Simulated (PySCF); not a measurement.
# Electric field gradients and quadrupole coupling constants

4-chloropyridine, C5H4ClN.
Cartesian coordinates in Å at the PBE0-D3(BJ)/def2-TZVP level; atoms count from 1:
```
atom  x, y, z in Å
Cl1   -0.3962    4.1581    0.6771
C2    -0.1507    2.4649    0.4850
C3    -1.2350    1.6155    0.3489
C4    -0.9753    0.2618    0.1974
N5     0.2440   -0.2641    0.1759
C6     1.2659    0.5732    0.3087
C7     1.1316    1.9446    0.4660
H8    -2.2478    1.9956    0.3607
H9    -1.8024   -0.4341    0.0883
H10    2.2577    0.1303    0.2896
H11    1.9969    2.5856    0.5703
```

Field gradients from the PBE0/pcSseg-2 density (PySCF, non-relativistic), principal values in atomic units, ordered |Vxx| ≤ |Vyy| ≤ |Vzz|:

```json
{"atom": "Cl1", "Vxx": "-1.6468", "Vyy": "-2.1147", "Vzz": "3.7616"}
{"atom": "N5", "Vxx": "0.3307", "Vyy": "0.7654", "Vzz": "-1.0960"}
```

Question: Find the asymmetry η = (Vxx − Vyy)/Vzz and the couplings χ = eQV/h (234.96 MHz × Q in barn × V in au), with Q(35Cl) = −0.0817 b, Q(14N) = 0.02044 b.

Answer: 
| atom | environment | nucleus | η | χzz (MHz) | χxx (MHz) | χyy (MHz) |
| --- | --- | --- | --- | --- | --- | --- |
| Cl1 | aryl chlorine | 35Cl | 0.12 | -72.21 | 31.61 | 40.60 |
| N5 | pyridine-type nitrogen | 14N | 0.40 | -5.26 | 1.59 | 3.68 |

Question: What is Vzz at Cl1 in SI units (1 au = 9.71736 × 10²¹ V/m²)?

Answer: 3.7616 au = 36.552 × 10²¹ V/m².

Question: And the gradient at the other heavy atoms, for which no coupling is worked out here?

Answer: 
```
atom                          environment  Vzz (au)     η
  C2                 aromatic C–Cl carbon    -0.440  0.13
  C3                   aromatic CH carbon     0.287  0.26
  C4  aromatic CH next to a ring nitrogen     0.367  0.32
  C6  aromatic CH next to a ring nitrogen     0.367  0.32
  C7                   aromatic CH carbon     0.287  0.26
```

Were the hydrogens deuterons (Q(2H) = 0.00286 b), χzz would run from 192 kHz (H9 and H10) to 198 kHz (H8 and H11).

Isolated species at its PBE0-D3(BJ)/def2-TZVP geometry, gas phase.
